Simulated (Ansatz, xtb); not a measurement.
# Ranking isomers of C3H9B2Br

4 gas-phase structures of C3H9B2Br, from a drawn sample of its isomers (lower ones may exist). Each was relaxed with GFN2-xTB; where two conformers were screened, the lower at r2SCAN-D4/def2-SVP is listed:

A. `BCB(Br)CC`, a singlet
B. `CCB(C)BBr`, a singlet
C. `CBCCBBr`, a singlet
D. `CCBCBBr`, a singlet

**Question.** Make a reasoned guess at their ranking by r2SCAN-D4/def2-SVP single-point energy.

**Answer.** Calculated order at r2SCAN-D4/def2-SVP: D (0.0), A (0.9), C (6.7), B (8.7) kcal/mol. Less than 1 kcal/mol parts D and A, so the order within that pair means little.

Energies above the lowest of each column, in kcal/mol; the last columns are at B3LYP-D3(BJ)/def2-SVP geometries:

```json
{"structure": "D", "GFN2-xTB": "0.0", "HF/STO-3G": "0.0", "r2SCAN-D4/def2-SVP": "0.0", "B3LYP-D3(BJ)/def2-SVP": "0.0", "CCSD(T)/def2-SVP + ΔMP2/def2-TZVPP": "0.0"}
{"structure": "A", "GFN2-xTB": "2.5", "HF/STO-3G": "1.2", "r2SCAN-D4/def2-SVP": "0.9", "B3LYP-D3(BJ)/def2-SVP": "1.0", "CCSD(T)/def2-SVP + ΔMP2/def2-TZVPP": "0.3"}
{"structure": "C", "GFN2-xTB": "4.6", "HF/STO-3G": "4.0", "r2SCAN-D4/def2-SVP": "6.7", "B3LYP-D3(BJ)/def2-SVP": "6.2", "CCSD(T)/def2-SVP + ΔMP2/def2-TZVPP": "6.1"}
{"structure": "B", "GFN2-xTB": "12.5", "HF/STO-3G": "7.3", "r2SCAN-D4/def2-SVP": "8.7", "B3LYP-D3(BJ)/def2-SVP": "8.7", "CCSD(T)/def2-SVP + ΔMP2/def2-TZVPP": "8.5"}
```

Every level run on D puts it lowest or level with the lowest. Flexible structures stand in one conformer each, not always the lowest. ΔMP2 is the change of the MP2 energy from the smaller to the larger basis.

Over these structures GFN2-xTB departs from r2SCAN-D4/def2-SVP by 1.9 kcal/mol on average once a common shift is removed. A GFN2-xTB relaxation took about 0.23 s and the r2SCAN-D4/def2-SVP energy about 1.9 s on a shared host (Ansatz 0.2.0, xtb 6.7.1).
